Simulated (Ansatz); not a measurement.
C₂H₈FNSi, SMILES `CC[SiH](N)F` at its PBE0-D4/def2-TZVP geometry, where that method's forces vanish. Total charge 0; spin multiplicity 1.

| atom | x (Å) | y (Å) | z (Å) |
| --- | --- | --- | --- |
| C1 | -0.552 | -0.257 | 1.847 |
| C2 | 0.189 | -0.611 | 0.559 |
| Si3 | -0.185 | 0.527 | -0.861 |
| N4 | 0.784 | 0.132 | -2.202 |
| F5 | 0.047 | 2.029 | -0.325 |
| H6 | -0.301 | 0.751 | 2.184 |
| H7 | -0.304 | -0.950 | 2.655 |
| H8 | -1.635 | -0.293 | 1.707 |
| H9 | -0.052 | -1.632 | 0.241 |
| H10 | 1.272 | -0.598 | 0.730 |
| H11 | -1.599 | 0.493 | -1.308 |
| H12 | 1.766 | -0.070 | -2.105 |
| H13 | 0.570 | 0.479 | -3.123 |

(1) For each bond, give half the difference of the two atoms' forces along it (eV/Å; positive pushes the atoms apart) under PBE-D4, r2SCAN-D4, B3LYP-D4, ωB97M-V in def2-TZVPP. (An estimate is asked.)

Answers

(1) The calculation gave: 
| bond | length (Å) | PBE-D4 | r2SCAN-D4 | B3LYP-D4 | ωB97M-V |
| --- | --- | --- | --- | --- | --- |
| C1–C2 | 1.527 | 0.02 | 0.15 | 0.22 | 0.22 |
| C1–H6 | 1.092 | 0.11 | -0.04 | -0.07 | -0.08 |
| C1–H7 | 1.093 | 0.10 | -0.04 | -0.08 | -0.09 |
| C1–H8 | 1.093 | 0.11 | -0.03 | -0.06 | -0.07 |
| C2–Si3 | 1.859 | -0.08 | -0.05 | 0.01 | -0.06 |
| C2–H9 | 1.095 | 0.10 | -0.03 | -0.09 | -0.08 |
| C2–H10 | 1.097 | 0.11 | -0.01 | -0.08 | -0.08 |
| Si3–N4 | 1.701 | 0.01 | 0.00 | 0.06 | 0.08 |
| Si3–F5 | 1.611 | 0.47 | 0.04 | 0.18 | 0.14 |
| Si3–H11 | 1.484 | 0.01 | -0.04 | -0.15 | -0.19 |
| N4–H12 | 1.007 | 0.19 | 0.02 | -0.01 | -0.03 |
| N4–H13 | 1.007 | 0.18 | 0.02 | -0.02 | -0.03 |

B3LYP here is the variant with VWN-RPA as its local correlation; programs differ in this.

Results of the Gaussian-basis code of Ansatz.
